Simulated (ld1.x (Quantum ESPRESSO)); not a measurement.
u(r) = r·R(r): atom against pseudo-atom (Co)

Columns: radius, all-electron u(r) and pseudo u(r) of the 3d shell (level -8.15 eV) of cobalt in the configuration [Ne] 3s2 3p6 3d7 4s2 4p0; revPBE, scalar-relativistic, RRKJ scheme, ld1.x (Quantum ESPRESSO) 7.5.

| r (bohr) | all-electron | pseudo |
| --- | --- | --- |
| 0.125 | 0.1317 | 0.0142 |
| 0.250 | 0.4521 | 0.1037 |
| 0.375 | 0.7269 | 0.3000 |
| 0.500 | 0.8886 | 0.5724 |
| 0.625 | 0.9498 | 0.8441 |
| 0.750 | 0.9430 | 1.0331 |
| 0.875 | 0.8981 | 1.0939 |
| 1.000 | 0.8348 | 1.0342 |
| 1.125 | 0.7650 | 0.9041 |
| 1.250 | 0.6950 | 0.7628 |
| 1.375 | 0.6282 | 0.6487 |
| 1.500 | 0.5663 | 0.5689 |
| 1.625 | 0.5098 | 0.5098 |
| 1.750 | 0.4587 | 0.4587 |
| 1.875 | 0.4128 | 0.4128 |
| 2.000 | 0.3716 | 0.3716 |
| 2.125 | 0.3348 | 0.3348 |
| 2.250 | 0.3017 | 0.3017 |
| 2.375 | 0.2721 | 0.2721 |
| 2.500 | 0.2454 | 0.2454 |
| 2.625 | 0.2215 | 0.2215 |
| 2.750 | 0.1999 | 0.1999 |
| 2.875 | 0.1804 | 0.1804 |
| 3.000 | 0.1629 | 0.1629 |
| 3.125 | 0.1471 | 0.1471 |
| 3.250 | 0.1328 | 0.1328 |

(1) How many radial nodes do the two functions have?

(2) At about which radius was the pseudo-wave matched?

(3) Where does each function peak?

(4) Is the pseudo-wave norm-conserving?

Answers

(1) The all-electron 3d function has n − l − 1 = 0; the pseudo-wave has 0.

(2) 1.65 bohr, where the columns begin to agree (steps of 0.12 bohr).

(3) Outermost all-electron maximum near 0.62 bohr, pseudo maximum near 0.88 bohr (to the table’s step).

(4) Yes: the RRKJ scheme keeps the norm inside the radius equal to the all-electron one, which fixes the energy derivative of the logarithmic derivative at the level.
